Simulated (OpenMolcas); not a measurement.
**Ru2+: effect of the IPEA shift**

```yaml
Program: OpenMolcas 26.06
Basis: ANO-RCC-VTZP [7s6p4d2f1g]
Scalar_Hamiltonian: DKH2, point nucleus
Active_space: 6 electrons in 10 orbitals (4d 5d)
State_averaging: 2S+1 = 5 even, 5 roots; 2S+1 = 3 even, 45 roots; 2S+1 = 1 even, 49 roots
Spin-orbit_coupling: state interaction with AMFI integrals over the reference wave functions, term energies averaged over their components
```

Methods on the same reference wave functions:
A. CASSCF
B. MS-CASPT2, IPEA 0 Eh, imaginary shift 0.1 Eh (closed shells correlated: 4s 4p)
C. MS-CASPT2, IPEA 0.25 Eh, imaginary shift 0.1 Eh (closed shells correlated: 4s 4p)

Energies in cm-1 above 4d6 5D4, the measured ground level; measured values from Moore, Atomic Energy Levels, vol. III, NSRDS-NBS 35 (1971 reprint of NBS Circular 467, 1958).

```json
{"Level": "4d6 5D4", "A": "0.0", "B": "0.0", "C": "0.0", "Measured": "0.0"}
{"Level": "4d6 5D3", "A": "1102", "B": "1117", "C": "1111", "Measured": "1159"}
{"Level": "4d6 5D2", "A": "1777", "B": "1765", "C": "1767", "Measured": "1826"}
{"Level": "4d6 5D1", "A": "2207", "B": "2190", "C": "2190", "Measured": "2266"}
{"Level": "4d6 5D0", "A": "2415", "B": "2390", "C": "2400", "Measured": "2476"}
{"Level": "4d6 3H6", "A": "17503", "B": "15630", "C": "16270", "Measured": ""}
{"Level": "4d6 3H5", "A": "17873", "B": "15800", "C": "16480", "Measured": ""}
{"Level": "4d6 3P2(1)", "A": "18600", "B": "14930", "C": "15930", "Measured": ""}
{"Level": "4d6 3F3(1)", "A": "20295", "B": "16950", "C": "17950", "Measured": ""}
{"Level": "4d6 3F2(1)", "A": "20825", "B": "17380", "C": "18440", "Measured": ""}
{"Level": "4d6 3P1(1)", "A": "21909", "B": "18190", "C": "19210", "Measured": ""}
{"Level": "4d6 3G5", "A": "22204", "B": "19020", "C": "19820", "Measured": ""}
{"Level": "4d6 3P0(1)", "A": "22727", "B": "18880", "C": "19930", "Measured": ""}
{"Level": "4d6 3G4", "A": "23278", "B": "19940", "C": "20790", "Measured": ""}
{"Level": "4d6 3G3", "A": "23559", "B": "20130", "C": "21020", "Measured": ""}
{"Level": "4d6 1I6", "A": "26784", "B": "24710", "C": "24990", "Measured": ""}
{"Level": "4d6 3D2", "A": "27947", "B": "22480", "C": "23570", "Measured": ""}
{"Level": "4d6 3D1", "A": "28068", "B": "22600", "C": "23710", "Measured": ""}
{"Level": "4d6 3D3", "A": "28337", "B": "22800", "C": "23920", "Measured": ""}
{"Level": "4d6 1G4(1)", "A": "28827", "B": "25600", "C": "26290", "Measured": ""}
{"Level": "4d6 1S0", "A": "33102", "B": "27440", "C": "28830", "Measured": ""}
{"Level": "4d6 1D2(1)", "A": "34759", "B": "29720", "C": "30310", "Measured": ""}
{"Level": "4d6 1F3", "A": "38977", "B": "32330", "C": "33160", "Measured": ""}
{"Level": "4d6 3P0(2)", "A": "44139", "B": "36250", "C": "37310", "Measured": ""}
```

Deviations, from unrounded energies. A percentage is the sum of absolute deviations over the sum of measured energies, with the sign that they share, or ± where signs differ.

| Against measurement | Levels | A | B | C |
| --- | --- | --- | --- | --- |
| mean absolute deviation (cm-1) | 4 | 57 | 66 | 64 |
| fine structure of the ground term (%) | 4 | -2.9 | -3.4 | -3.3 |

A, C lie about equally close to measurement and B furthest from it. The largest miss of A in the table is 4d6 5D0, by -61 cm-1. The ranking rests on the paired levels alone, and a cruder setting can come out closer through cancelling errors.

Between B and C the level of the table that moves most is 4d6 1S0, by 1400 cm-1 (lowest in B, highest in C). Moves below CASPT2's spread within the term are not significant.

The two smallest mean deviations differ by little beside CASPT2's spread within terms, so their order carries little weight.

From A to B the spin-free energies of the other terms of 4d6 shown, above 5D, scale by factors of 0.79 to 0.92, as is usual when dynamic correlation screens the repulsion within a d or f shell.

The lowest spin-free term lies below A's lowest term by 0.399 hartree in B, 0.390 hartree in C.

Term energies are means over components that CASPT2 splits; among the terms shown or strongly mixed into the levels shown the widest spread is 1500 cm-1 (4d6 1I, C). Active for correlation alone: 5d; no level in the range computed is led by a configuration that fills it, so any true level of that kind is missing. The CASPT2 spread within a term exceeds the gap to the next term for 4d6 1I and 4d6 1G(1), so the order of their levels is uncertain (figures for B; the like holds for C). Without dynamic correlation excited terms often stand tens of per cent too high (terms of higher spin than the ground term too low), and those without a measured partner can miss by more than the paired ones (holds for A). Measured partners are found by configuration, term and J. A level has none where our copy of the source lacks it or the pairing is in doubt (some pairs that miss far off the trend of their configuration count as doubtful), and it then counts in no deviation. Only configurations of the active space appear. The table leaves out levels that lie high or whose names do not pair safely across all columns.

A number in round brackets counts repeated terms of one configuration in the order of the reference energies.
